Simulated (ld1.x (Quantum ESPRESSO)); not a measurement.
Results of a calculation; reference values are marked as such.
## Potentials for Ge compared

Generated with ld1.x 7.5 (TM, RRKJ, ultrasoft, PAW), atompaw 4.2 or ONCVPSP 4.0.1. The cutoff is in Ry: for ld1.x and atompaw files where the sum of valence levels is converged to 10 mRy in a Bessel basis, for ONCV files where the hardest occupied wave has 1 mHa per electron of residual kinetic energy. The error is the largest all-electron minus pseudo excitation energy over each file’s own four to seven test configurations (ionisations up to +4, promotions, holes and added fractions of an electron), all of which were solved. The labels leave out finer settings (local radius, basis sizes, second energies), which also bear on the numbers. Spin-polarised tests are not counted. The rows are a selection from randomly drawn settings: files with unsolved tests, undetermined cutoffs or missed reference levels are left out.

A true bound ghost makes a file unfit for plane-wave use even where its test errors are small: the radial tests pick states by their node count and pass the ghost by.

```csv
potential,cutoff (Ry),largest error (meV),bound ghosts
"PAW, PBEsol, scalar-relativistic, rc 1.85/1.90/1.40 (spd), local smoothed, core correction yes, reference 3d10 4s2 4p1.5",60,-7.7,none
"TM, LDA (PZ), scalar-relativistic, rc 1.35/1.95 (sp), local s, core correction no, reference 4s2 4p2",40,+268,none
```

Task: Fill in the row for Ge: RRKJ, LDA (PZ), scalar-relativistic, rc 1.75/1.85/1.90 (spd), local s, core correction yes, reference 4s2 4p1.

Result: cutoff 30 Ry, largest error -181 meV, bound ghosts: d.

Task: Fill in the row for Ge: TM, PBE, scalar-relativistic, rc 1.35/2.20 (sp), local s, core correction no, reference 4s2 4p0.

Result: cutoff 40 Ry, largest error +110 meV, bound ghosts: none.

Task: Fill in the row for Ge: TM semilocal, LDA (PZ), scalar-relativistic, rc 1.50/2.40/0.95 (spd), local d, core correction yes, reference 3d10 4s2 4p2.

Result: cutoff 260 Ry, largest error -104 meV, bound ghosts: none.
